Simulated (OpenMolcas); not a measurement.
## S2+: the spin-orbit constant, worked from levels

```yaml
Program: OpenMolcas 26.06
Basis: ANO-RCC-VQZP [6s5p3d2f1g]
Scalar_Hamiltonian: DKH2, point nucleus
Active_space: 4 electrons in 9 orbitals (RAS2 3s 3p; RAS3 3d, at most 2 electrons)
State_averaging: 2S+1 = 3 even, 6 roots; 2S+1 = 1 even, 12 roots; 2S+1 = 5 odd, 1 root; 2S+1 = 3 odd, 8 roots; 2S+1 = 1 odd, 8 roots
Spin-orbit_coupling: state interaction with AMFI integrals over the reference wave functions, term energies averaged over their components
```

Methods: RASSCF; MS-RASPT2, IPEA 0.25 Eh, imaginary shift 0.1 Eh (closed shells correlated: 2s 2p). Measured levels: NIST levels in Podobedova, Kelleher and Wiese, J. Phys. Chem. Ref. Data 38, 171 (2009).

**The spin-orbit constant.** For the Hund term 3P of p2, E(J) = (A/2) J(J+1) + constant and ζ = 2S·A = 2A. From J = 0 to J = 2 the energy changes by 3 A.

```tsv
Source	E(2) - E(0)	A	ζ
RASSCF	730.8	243.6	487
MS-RASPT2	734.2	244.7	489
measured	833.1	277.7	555
```

All in cm-1. MS-RASPT2 is off by -11.9 % and RASSCF by -12.3 %. Both methods take the spin-orbit matrix elements from the reference wave functions, so the second can move ζ only through the term energies and any multistate remixing. Second-order mixing with other terms is absorbed into this ζ.

The run also gave levels led by 3s 3p2 3d, 3s2 3p 3d, which use shells meant for correlation; these and all levels above them are left out. Computed and measured levels are paired by configuration, term and J; levels that our copy of the source lacks, or whose pairing is in doubt (as where it misses far off the trend of its configuration), stay unpaired and out of the deviations. Levels of configurations outside the active space are missing.
